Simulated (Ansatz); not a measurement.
Consider the atomization: `SC[SiH2]S` → C• + 6 H• + 2 S• + Si•.

Isolated molecules relaxed with PBE0-D4/def2-TZVP in Ansatz; ΔE leaves out vibrations. CBS: MP2 limit from def2 TZ/QZ plus the TZ coupled-cluster correction, frozen cores. This one scheme is used for every species, atoms too. DFT in def2-TZVPP. HSE06 is defined as in plane-wave codes. Open shells (•) are unrestricted, without spin–orbit coupling. Spin–orbit coupling would lower the free atoms: a little for C, S, Si. One conformer a species, not always the lowest.

**Question.** What is ΔE at CCSD(T)/CBS? (Estimate.)

**Answer.** The calculation gave: +33.36 eV.

**Question.** What do these levels give: revPBE-D4, r2SCANh-D4, HSE06-D4, BHLYP-D4, ωB97M-V, r2SCAN0, CAM-B3LYP, MP2/def2-TZVPP, SCS-MP2/def2-TZVPP, CCSD(T)/def2-TZVPP, MP2/def2-QZVPP, MP2/CBS(def2)? (Best estimate.)

**Answer.** Ansatz gave: revPBE-D4 32.97, r2SCANh-D4 33.26, HSE06-D4 33.28, BHLYP-D4 32.53, ωB97M-V 33.54, r2SCAN0 32.97, CAM-B3LYP 32.98, MP2/def2-TZVPP 32.55, SCS-MP2/def2-TZVPP 32.61, CCSD(T)/def2-TZVPP 32.38, MP2/def2-QZVPP 33.13, MP2/CBS(def2) 33.53 eV.

Largest T1 diagnostic among the species: 0.012.

Leaving LDA and LC-ωPBE aside and taking each functional with its dispersion term where it has one, the values, not all of them listed here, spread over 1.07 eV, from BHLYP-D4 to B97M-V. LDA lies +4.43 eV from PBE without D4, its usual overbinding. At CCSD(T), def2-SVP lies −2.45 eV from the extrapolated value and def2-TZVPP −0.98 eV: correlation converges slowly with the basis, and small sets miss more of it in the bonded molecule than in its fragments. In def2-TZVPP, CCSD(T) changes the Hartree–Fock value by +8.11 eV (the triples alone add +0.48 eV) and MP2 by +8.28 eV; breaking electron pairs costs correlation energy, which Hartree–Fock lacks.

For atomizations the MP2-based limit and the directly extrapolated one differ by several kJ/mol either way, and by 10 to 25 for some Ge, Se and Sn compounds, so smaller differences from it don't rank the levels.
